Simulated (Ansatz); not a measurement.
`O[SiH2][InH][F]` + `O[SiH2]S` → `O[SiH2]O[SiH2]S` + `[F][InH2]`  (cleavage of the Si–In bond)

Isolated molecules relaxed with PBE0-D4/def2-TZVP in Ansatz; ΔE leaves out vibrations. CCSD(T)/CBS adds triple-zeta CCSD(T) − MP2 to the extrapolated MP2 energy (def2 sets, frozen cores). DFT in def2-TZVPP. B3LYP here is the variant with VWN-RPA as its local correlation; programs differ in this. HSE06 is defined as in plane-wave codes. def2 core potentials past Kr. For In outer-core shells are correlated without core-valence functions, which leaves a few kJ/mol of doubt a bond. One conformer a species, not always the lowest.

`O[SiH2][InH][F]`:

```xyz
8

O     0.048   -0.096    1.724
Si   -0.962   -0.438    0.478
In    0.530    0.322   -1.461
F     1.941    0.824   -0.113
H     0.894    0.280    1.428
H    -2.234    0.327    0.566
H    -1.302   -1.884    0.416
H     1.085    0.663   -3.039
```

`O[SiH2]S`:

Z-matrix (Å, degrees):
```
Si
S 1 2.133
O 1 1.642 2 113.5
H 1 1.478 2 111.7 3 117.8
H 1 1.484 2 102.9 3 -122.0
H 2 1.344 1 94.6 3 -65.2
H 3 0.959 1 117.2 2 -51.2
```

`O[SiH2]O[SiH2]S`:

Cartesian coordinates in Å:
```
O 1.035 0.433 -1.791
Si 0.370 1.455 -0.701
O -0.729 0.691 0.252
Si -0.836 -0.631 1.198
S 0.478 -2.196 0.549
H 1.495 -0.332 -1.433
H 1.406 2.036 0.191
H -0.338 2.490 -1.478
H -2.236 -1.104 1.167
H -0.382 -0.331 2.576
H -0.262 -2.510 -0.529
```

`[F][InH2]`:

Z-matrix (Å, degrees):
```
In
F 1 1.961
H 1 1.702 2 110.4
H 1 1.702 2 110.4 3 180.0
```

```csv
level,ΔE (kJ/mol),difference from CCSD(T)/CBS
LDA (SPW92),-70.4,27.2
PBE-D4,-71.9,25.7
revPBE-D4,-77.5,20.1
BLYP-D4,-88.1,9.5
r2SCAN-D4,-90.8,6.8
B97M-V,-102.9,-5.3
PBE0-D4,-84.8,12.8
r2SCAN0-D4,-97.1,0.5
HSE06-D4,-84.2,13.4
BHLYP-D4,-110.7,-13.1
CAM-B3LYP-D4,-105.5,-7.9
ωB97X-V,-100.5,-2.9
ωB97M-V,-99.7,-2.1
B2PLYP,-97.0,0.6
PBE-QIDH,-96.1,1.5
PBE,-67.4,30.2
revPBE,-67.0,30.6
BLYP,-79.3,18.3
r2SCAN,-89.2,8.4
PBE0,-80.7,16.9
B3LYP,-89.8,7.8
r2SCANh,-91.8,5.8
r2SCAN0,-95.3,2.3
HSE06,-80.4,17.2
BHLYP,-106.3,-8.7
CAM-B3LYP,-101.2,-3.6
LC-ωPBE,-96.7,0.9
HF/def2-SVP,-117.5,-19.9
MP2/def2-SVP,-104.5,-6.9
CCSD/def2-SVP,-101.0,-3.4
CCSD(T)/def2-SVP,-98.4,-0.8
HF/def2-TZVPP,-130.1,-32.5
MP2/def2-TZVPP,-101.6,-4.0
SCS-MP2/def2-TZVPP,-106.9,-9.3
CCSD/def2-TZVPP,-105.1,-7.5
HF/def2-QZVPP,-132.9,-35.3
MP2/def2-QZVPP,-100.3,-2.7
SCS-MP2/def2-QZVPP,-105.9,-8.3
HF/CBS(def2),-133.3,-35.7
CCSD/CBS(def2),-101.1,-3.5
CCSD(T)/CBS,-97.6,0
```

Largest T1 diagnostic among the species: 0.016.

Leaving LDA and LC-ωPBE aside and taking each functional with its dispersion term where it has one, the values spread over 38.8 kJ/mol, from BHLYP-D4 to PBE-D4. From PBE to PBE0 (25 % exact exchange), in def2-TZVPP and without D4, ΔE moves by −13.3 kJ/mol.

CCSD(T)/CBS has its own doubt, a few kJ/mol and more with outer-core shells, so smaller differences from it don't rank the levels.
